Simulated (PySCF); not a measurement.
C₇H₁₀ (charge +1 and doublet state).
Cartesian coordinates in Å at the GFN2-xTB level; atoms count from 1:
```
atom  x, y, z in Å
C1     2.2468   -0.0269    0.7144
C2     0.8921    0.0887    0.1834
C3     0.0833    1.2124    0.2620
C4    -1.1917    0.9911   -0.3382
C5    -2.0389   -0.1989    0.2442
C6    -1.1629   -0.4305   -0.9085
C7     0.2050   -0.9927   -0.5735
H8     2.4158   -1.0063    1.1637
H9     2.9739    0.0455   -0.1024
H10    2.4754    0.7662    1.4226
H11    0.3897    2.1568    0.6810
H12   -1.7741    1.8173   -0.7163
H13   -1.7497   -0.5589    1.2206
H14   -3.1029   -0.0868    0.1017
H15   -1.5874   -0.6074   -1.8862
H16    0.7734   -1.2358   -1.4781
H17    0.1453   -1.9218   -0.0003
```

The hyperfine couplings belong to this conformer and change with its torsions.

The species is `C1[C@@H]2C[C+]([CH][C@H]12)C` [radical] (charge +1).

Computed with UKS B3LYP, pcH-1 on C H, non-relativistic, mean-field spin-orbit, GIAO in PySCF. Isolated species at its GFN2-xTB geometry, gas phase. The geometry wasn't refined by DFT: couplings that depend on bond lengths, twists or pyramidal angles can differ widely from those at the functional's own minimum, by a factor of two or more for some ions and for spin on atoms past the first row. Stability of the SCF solution: not tested.

Principal values of hyperfine tensors in MHz (contact and dipolar terms together), for some of the nuclei:

| atom | isotope | A1 | A2 | A3 |
| --- | --- | --- | --- | --- |
| H9 | 1H | 95.08 | 96.53 | 105.35 |
| H16 | 1H | 92.66 | 93.90 | 102.34 |
| H8 | 1H | 41.89 | 43.59 | 50.62 |
| H15 | 1H | 35.88 | 38.01 | 46.41 |
| C2 | 13C | -4.63 | -2.56 | 94.00 |
| C5 | 13C | 3.87 | 4.56 | 55.89 |
| H11 | 1H | -28.31 | -20.37 | -1.54 |
| C1 | 13C | -17.59 | -15.31 | -10.50 |

(1) Split each tensor into its isotropic and traceless parts, and turn a_iso into mT with g = 2.0031.

(2) What spin density at the nucleus of C2 lies behind its contact coupling (g_N = 1.40482)?

(3) H17 (1H, g_N = 5.58569) isn't in the table. Its spin density at the nucleus is 0.006821 bohr⁻³. What is its contact coupling?

(4) Which nucleus of the table has the largest anisotropic coupling, and what is its form?

(5) What first-order splitting does H8 cause when the field lies along A1, A2 or A3 of its tensor (g taken as isotropic, no quadrupole term)?

## Answers

(1) a_iso is a third of the trace, T = A − a_iso, and a(mT) = a(MHz)/(g × 13.996).

| atom | a_iso (MHz) | a_iso (mT) | T1 | T2 | T3 |
| --- | --- | --- | --- | --- | --- |
| H9 | 98.98 | 3.531 | -3.91 | -2.46 | 6.36 |
| H16 | 96.30 | 3.435 | -3.64 | -2.40 | 6.04 |
| H8 | 45.37 | 1.618 | -3.48 | -1.78 | 5.26 |
| H15 | 40.10 | 1.430 | -4.22 | -2.09 | 6.31 |
| C2 | 28.93 | 1.032 | -33.57 | -31.49 | 65.06 |
| C5 | 21.44 | 0.765 | -17.57 | -16.88 | 34.45 |
| H11 | -16.74 | -0.597 | -11.57 | -3.63 | 15.20 |
| C1 | -14.47 | -0.516 | -3.13 | -0.84 | 3.97 |

(2) a_FC = (2μ0/3) gₑ μB g_N μN ρ(0)/(2S·h) = 800.24 MHz × g_N × ρ(0)/(2S), with ρ in bohr⁻³. With a_FC = 28.93 MHz and 2S = 1, ρ(0) = 0.02574 bohr⁻³.

(3) By the same relation, a_FC = 30.5 MHz. Its full tensor has the principal values 26.80, 28.96, 35.72 MHz.

(4) C2: -33.6, -31.5, 65.1 MHz, nearly axial, close to the ratio −1:−1:+2, the form that spin in one p orbital centred on that nucleus gives.

(5) 2 lines (I = 1/2), spaced by |A_i|/(g × 13.996): 1.49, 1.55, 1.81 mT along the axes of A1, A2 and A3.

The SMILES draws the unpaired electron on C3; the largest computed Mulliken spin population is on C2 (0.39 against 0.25).
